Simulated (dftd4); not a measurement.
C7H9O (SMILES C[OH+]c1ccccc1), charge +1, singlet, geometry from GFN2-xTB; dftd4 4.2.0 with D4 for tpssh.

The dftd4 input:
```
$ dftd4 mol.xyz --func tpssh --charge 1 --json dftd4.json --noedisp --grad

# file mol.xyz
17

C      2.68581111     0.47233117    -0.23426577
O      1.70989725     0.21900805     0.81386579
C      0.34471567     0.03250646     0.32907195
C      0.01222459    -1.19816702    -0.20327298
C     -1.28799653    -1.38978475    -0.64407141
C     -2.21537241    -0.36423910    -0.54765958
C     -1.85671093     0.86026071    -0.00676033
C     -0.56031393     1.07014763     0.43843242
H      3.66463036     0.55667222     0.23538758
H      2.67916004    -0.38406176    -0.90637054
H      2.44929023     1.37869168    -0.79224115
H      1.70573102     0.97635760     1.43676038
H      0.74141377    -1.99032729    -0.25934878
H     -1.57168239    -2.34338551    -1.05898733
H     -3.22491764    -0.52078929    -0.89251364
H     -2.58071358     1.65504338     0.07210182
H     -0.27623520     2.02140386     0.86543975
```

Question: Write the output that dftd4 gives for this input, abridged.

Answer: 
```
                    ____  _____ _____     ____  _  _
      -------------|  _ \|  ___|_   _|---|  _ \| || |------------
     |             | | | | |_    | | ___ | | | | || |_           |
     |             | |_| |  _|   | ||___|| |_| |__   _|          |
     |             |____/|_|     |_|     |____/   |_|            |
     |             ===================================           |
     |            E. Caldeweyher, S. Ehlert & S. Grimme          |
     |          Mulliken Center for Theoretical Chemistry        |
     |                    University of Bonn                     |
      -----------------------------------------------------------

Rational (Becke-Johnson) damping: tpssh-D4-ATM
---------------------
  s6         1.0000
  s8         1.8590
  s9         1.0000
  a1         0.4429
  a2         4.6023
 alp        16.0000
--------------------

Dispersion energy:      -1.7931568655741E-02 Eh

Gradient norm:           1.1316228553111E-03 Eh/a0
--------------------------------------------------
     #    Z           dE/dx      dE/dy      dE/dz
--------------------------------------------------
     1    6 C     4.758E-04  9.725E-05 -7.823E-05
     2    8 O     3.670E-04  6.917E-05  1.723E-04
     3    6 C     9.708E-05  6.539E-06  9.568E-05
     4    6 C    -5.157E-05 -3.287E-04 -3.517E-05
     5    6 C    -2.357E-04 -3.030E-04 -1.384E-04
     6    6 C    -3.248E-04 -5.266E-05 -9.886E-05
     7    6 C    -3.473E-04  2.002E-04 -1.845E-06
     8    6 C    -1.922E-04  2.628E-04  1.374E-04
     9    1 H     7.225E-05  1.560E-05 -1.225E-05
    10    1 H     1.406E-04  1.845E-05 -2.305E-05
    11    1 H     1.446E-04  4.169E-05 -3.389E-05
    12    1 H     9.657E-05  1.930E-05  4.561E-05
    13    1 H     4.478E-05 -1.605E-04 -1.344E-05
    14    1 H    -4.636E-05 -1.121E-04 -5.138E-05
    15    1 H    -1.138E-04 -1.738E-05 -3.965E-05
    16    1 H    -9.503E-05  8.897E-05  4.783E-06
    17    1 H    -3.200E-05  1.543E-04  7.039E-05
--------------------------------------------------

Virial:
--------------------------------------------------
      component           x          y          z
--------------------------------------------------
          x       1.059E-02  8.471E-04  9.368E-04
          y       8.471E-04  4.681E-03  1.394E-03
          z       9.368E-04  1.394E-03  1.258E-03
--------------------------------------------------

[Info] Dispersion results written to 'dftd4.txt'
[Info] JSON dump of results written to 'dftd4.json'
```
